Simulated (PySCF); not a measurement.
# A small calculation by hand: entropy of an ideal gas

C₄H₂BrCl, SMILES C#C/C=C(/Cl)Br.

Coordinates come from a r2SCAN-D4/def2-SVP optimisation. The structure was generated by enumeration; whether it is a known compound was not checked.

r2SCAN-D4/def2-SVP run with PySCF gives the harmonic wavenumbers 106, 138, 241, 297, 417, 449, 489, 587, 626, 676, 815, 899, 1052, 1253, 1626, 2194, 3161, 3476 cm⁻¹ and the rotational temperatures 0.1036, 0.0709, 0.0421 K. The molar mass is 165.41 g/mol, the symmetry number 1, the spin multiplicity 1.

Work out the entropy at 298.15 K and 1 atm in the rigid-rotor, harmonic-oscillator model.


Translation (Sackur–Tetrode at 1 atm): S = R[1.5 ln M + 2.5 ln T − 1.16487] = 172.5 J/(mol K).
Rotation: q = (√π/σ) T^1.5/√(θA θB θC) = 519000, S = R[ln q + 3/2] = 121.9 J/(mol K).
Vibration: with u = 1.4388 ν/T, each mode gives R[u/(e^u − 1) − ln(1 − e^−u)]:
```json
[
 {"ν (cm⁻¹)": "106", "modes": "1", "u": "0.51", "S (J/(mol K))": "13.98"},
 {"ν (cm⁻¹)": "138", "modes": "1", "u": "0.67", "S (J/(mol K))": "11.85"},
 {"ν (cm⁻¹)": "241", "modes": "1", "u": "1.16", "S (J/(mol K))": "7.51"},
 {"ν (cm⁻¹)": "297", "modes": "1", "u": "1.43", "S (J/(mol K))": "6.00"},
 {"ν (cm⁻¹)": "417", "modes": "1", "u": "2.01", "S (J/(mol K))": "3.77"},
 {"ν (cm⁻¹)": "449", "modes": "1", "u": "2.17", "S (J/(mol K))": "3.34"},
 {"ν (cm⁻¹)": "489", "modes": "1", "u": "2.36", "S (J/(mol K))": "2.87"},
 {"ν (cm⁻¹)": "587", "modes": "1", "u": "2.83", "S (J/(mol K))": "1.98"},
 {"ν (cm⁻¹)": "626", "modes": "1", "u": "3.02", "S (J/(mol K))": "1.70"},
 {"ν (cm⁻¹)": "676", "modes": "1", "u": "3.26", "S (J/(mol K))": "1.41"},
 {"ν (cm⁻¹)": "815", "modes": "1", "u": "3.93", "S (J/(mol K))": "0.82"},
 {"ν (cm⁻¹)": "899", "modes": "1", "u": "4.34", "S (J/(mol K))": "0.59"},
 {"ν (cm⁻¹)": "1052", "modes": "1", "u": "5.08", "S (J/(mol K))": "0.32"},
 {"ν (cm⁻¹)": "1253", "modes": "1", "u": "6.05", "S (J/(mol K))": "0.14"},
 {"ν (cm⁻¹)": "1626", "modes": "1", "u": "7.85", "S (J/(mol K))": "0.03"}
]
```
The stiffer modes add less than 0.005 each. Sum 56.3 J/(mol K).
Spin: R ln 1 = 0.0 J/(mol K).
Total 350.6 J/(mol K); the program's own thermochemistry gives 350.6. Translation makes up 49 % and vibration 16 %. Anharmonicity, hindered rotation and orbital degeneracy are left out.
